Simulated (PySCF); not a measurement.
Cartesian coordinates in Å; atom numbers follow the order of the lines, from 1:
```xyz
24

C     3.2557    0.3624    0.5762
O     2.0513   -0.3051    0.8437
C     1.5700   -1.0571   -0.2548
Si   -0.2137   -1.4916    0.2448
C    -1.3370    0.0466   -0.0895
C    -1.5567    0.2340   -1.5902
C    -2.6826   -0.1450    0.6117
C    -0.6188    1.2133    0.4899
N     0.0206    2.0217   -0.2311
H     3.1292    1.0926   -0.2332
H     3.5428    0.8788    1.4906
H     4.0452   -0.3449    0.2921
H     2.2077   -1.9349   -0.4220
H     1.6039   -0.4508   -1.1682
H    -0.2167   -1.8196    1.6718
H    -0.7289   -2.6121   -0.5538
H    -2.0177   -0.6496   -2.0261
H    -0.6133    0.4319   -2.0893
H    -2.2075    1.0895   -1.7642
H    -3.3301    0.7133    0.4342
H    -3.1821   -1.0322    0.2295
H    -2.5557   -0.2620    1.6857
H    -0.6799    1.2776    1.5869
H     0.5026    2.7630    0.2727
```

PySCF 2.14.0 with density-fitted response routines calculation with σ from GIAO-PBE0/pcSseg-1 and GFN2-xTB structure; one conformer, relativity neglected, isolated molecule, averaged over atoms made equivalent by symmetry, fast rotation or ring inversion.

Shifts are taken against calculated references (same method and geometry level): 13C (σ = 186.93 ppm) vs TMS.

Do the 13C shifts follow the atomic charges (in e)? Tabulate both.

Answers


```json
{"atoms": "C8", "hybridisation": "–", "δ (ppm)": "183.1", "σ para (ppm)": "-251", "Hirshfeld": "+0.05", "IAO": "+0.06", "Mulliken": "+0.16", "ESP-fitted": "+0.28"}
{"atoms": "C1", "hybridisation": "–", "δ (ppm)": "63.8", "σ para (ppm)": "-121", "Hirshfeld": "-0.04", "IAO": "-0.20", "Mulliken": "-0.03", "ESP-fitted": "-0.21"}
{"atoms": "C3", "hybridisation": "–", "δ (ppm)": "61.4", "σ para (ppm)": "-128", "Hirshfeld": "-0.09", "IAO": "-0.33", "Mulliken": "-0.25", "ESP-fitted": "-0.10"}
{"atoms": "C5", "hybridisation": "–", "δ (ppm)": "35.6", "σ para (ppm)": "-101", "Hirshfeld": "-0.06", "IAO": "-0.22", "Mulliken": "-0.78", "ESP-fitted": "+0.35"}
{"atoms": "C6/C7", "hybridisation": "–", "δ (ppm)": "23.3", "σ para (ppm)": "-83", "Hirshfeld": "-0.12", "IAO": "-0.41", "Mulliken": "-0.15", "ESP-fitted": "-0.59"}
```

Correlation coefficients of δ with charge over these carbons: Hirshfeld +0.93, IAO +0.91, Mulliken +0.64, ESP-fitted +0.52; with the paramagnetic shielding -1.00. With so few points these coefficients are fragile. Charge is one influence among several: hybridisation and low-lying excitations act through the paramagnetic term.

Shifts are as computed. Against solution values, carbons near 30 ppm lie about +3 ppm off and those near 130 ppm about +5 ppm. Of 1211 compounds with measured shifts, 218 miss one by over three times the rms of a fit or turn the order of signals round; such compounds aren't used in these exercises.
